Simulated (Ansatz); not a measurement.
This triplet is an excited state, 1.90 eV above the relaxed singlet at the level frozen-core CCSD(T)/cc-pVTZ // B3LYP-D3(BJ)/def2-TZVP (Ansatz, a quantum-chemistry and plane-wave program).

All values below come from B3LYP-D3(BJ)/def2-TZVP run with Ansatz. No frequencies were computed at this level.

Ansatz 0.2 input:
```yaml
crystal:
  periodic: [false, false, false]
  atoms:
    - { symbol: C, position_ang: [1.359557, -0.038457, 0.169944] }
    - { symbol: Si, position_ang: [-0.196493, -0.519337, -0.83753] }
    - { symbol: N, position_ang: [-1.665892, 0.092836, -0.129859] }
    - { symbol: H, position_ang: [1.4874, 1.040198, 0.179919] }
    - { symbol: H, position_ang: [2.240555, -0.490568, -0.269781] }
    - { symbol: H, position_ang: [1.262092, -0.384054, 1.194881] }
    - { symbol: H, position_ang: [-2.330139, -0.550953, 0.273472] }
    - { symbol: H, position_ang: [-2.157079, 0.850334, -0.581047] }
basis:
  gaussian: { orbitals: def2-tzvp }
hamiltonian:
  xc: b3lyp
  dispersion: d3bj
relax:
  max_steps: 150
magnetization:
  spin_polarized: true
  initial_magnetization: 2
```

Output:

```
Functional definition: B3LYP
816 factors; their error is unknown
mean field evaluation 1: about -10473.0996 eV, gradient 5.7e1 eV
mean field evaluation 2: about -10448.2621 eV, gradient 8.5e1 eV
mean field evaluation 4: about -10485.9586 eV, gradient 7.9e0 eV
mean field evaluation 8: about -10486.2652 eV, gradient 2.3e-1 eV
mean field evaluation 16: about -10486.2653 eV, gradient 6.5e-5 eV
mean field -10486.26534130 eV, -385.3631434469 hartree, gradient 6.5e-5 eV, S^2 2.003229; 0 other end points of the search recorded, 0 dependent functions left out
reference -10486.26557725 eV, -385.3631521180 hartree; 17, 15 occupied and 112, 114 virtual orbitals, 816 factors
relax step   1: F+E_penalty+E_count = -10486.50844130 eV  Δ(F+E_penalty+E_count) = +0.000e0 eV  max|allowed force component| = 2.226e-1 eV/Å  Δτ_max = 0.0000 Å  (29 SCF iters, accepted)
these checks for a lower state are left out or cut short: starts, cluster_reference, orbital_swaps, neighbouring_geometries, increment
816 factors; their error is unknown
mean field -10486.27540304 eV, -385.3635132090 hartree, gradient 1.9e-5 eV, S^2 2.003147; 0 other end points of the search recorded, 0 dependent functions left out
reference -10486.27564058 eV, -385.3635219382 hartree; 17, 15 occupied and 112, 114 virtual orbitals, 816 factors
relax step   2: F+E_penalty+E_count = -10486.51739723 eV  Δ(F+E_penalty+E_count) = -8.956e-3 eV  max|allowed force component| = 9.574e-2 eV/Å  Δτ_max = 0.0478 Å  (33 SCF iters, accepted)
these checks for a lower state are left out or cut short: starts, cluster_reference, orbital_swaps, neighbouring_geometries, increment
816 factors; their error is unknown
mean field -10486.27687364 eV, -385.3635672527 hartree, gradient 1.3e-5 eV, S^2 2.003129; 0 other end points of the search recorded, 0 dependent functions left out
reference -10486.27711147 eV, -385.3635759926 hartree; 17, 15 occupied and 112, 114 virtual orbitals, 816 factors
relax step   3: F+E_penalty+E_count = -10486.51867959 eV  Δ(F+E_penalty+E_count) = -1.282e-3 eV  max|allowed force component| = 7.995e-2 eV/Å  Δτ_max = 0.0118 Å  (34 SCF iters, accepted)
these checks for a lower state are left out or cut short: starts, cluster_reference, orbital_swaps, neighbouring_geometries, increment
816 factors; their error is unknown
mean field evaluation 32: about -10486.2578 eV, gradient 2.9e-3 eV
mean field -10486.27779144 eV, -385.3636009810 hartree, gradient 1.3e-5 eV, S^2 2.003094; 0 other end points of the search recorded, 0 dependent functions left out
reference -10486.27802935 eV, -385.3636097242 hartree; 17, 15 occupied and 112, 114 virtual orbitals, 816 factors
relax step   4: F+E_penalty+E_count = -10486.51951342 eV  Δ(F+E_penalty+E_count) = -8.338e-4 eV  max|allowed force component| = 2.519e-2 eV/Å  Δτ_max = 0.0125 Å  (34 SCF iters, accepted)
these checks for a lower state are left out or cut short: starts, cluster_reference, orbital_swaps, neighbouring_geometries, increment
816 factors; their error is unknown
mean field -10486.27785847 eV, -385.3636034442 hartree, gradient 1.2e-5 eV, S^2 2.003092; 0 other end points of the search recorded, 0 dependent functions left out
reference -10486.27809612 eV, -385.3636121779 hartree; 17, 15 occupied and 112, 114 virtual orbitals, 816 factors
relax step   5: F+E_penalty+E_count = -10486.51965085 eV  Δ(F+E_penalty+E_count) = -1.374e-4 eV  max|allowed force component| = 7.767e-3 eV/Å  Δτ_max = 0.0095 Å  (34 SCF iters, accepted)
816 factors; their error is unknown
mean field -10486.27785847 eV, -385.3636034442 hartree, gradient 3.4e-5 eV, S^2 2.003092; 1 other end points of the search recorded, 0 dependent functions left out
reference -10486.27809612 eV, -385.3636121779 hartree; 17, 15 occupied and 112, 114 virtual orbitals, 816 factors
Total energy: -10486.51988851 eV, -385.3724978842 hartree
Atom 0 at     1.374902    -0.038860     0.181722 Å, force    -0.000194     0.003096     0.005722 eV/Å
Atom 1 at    -0.195091    -0.514292    -0.797019 Å, force    -0.005448     0.001616    -0.003782 eV/Å
Atom 2 at    -1.696035     0.084445    -0.170176 Å, force     0.007668     0.004743    -0.003051 eV/Å
Atom 3 at     1.489597     1.046286     0.203248 Å, force    -0.001011    -0.001980    -0.000119 eV/Å
Atom 4 at     2.247129    -0.478238    -0.302102 Å, force     0.001830    -0.001426    -0.001285 eV/Å
Atom 5 at     1.306783    -0.417054     1.203215 Å, force     0.002152     0.000211    -0.000551 eV/Å
Atom 6 at    -2.344834    -0.528424     0.301309 Å, force    -0.006217    -0.007767     0.006768 eV/Å
Atom 7 at    -2.182450     0.846136    -0.620198 Å, force     0.001220     0.001506    -0.003702 eV/Å
Dipole moment:    -0.178056     0.098943     0.115555 e Å
```

Cost: about 26 core-seconds (a rough figure).
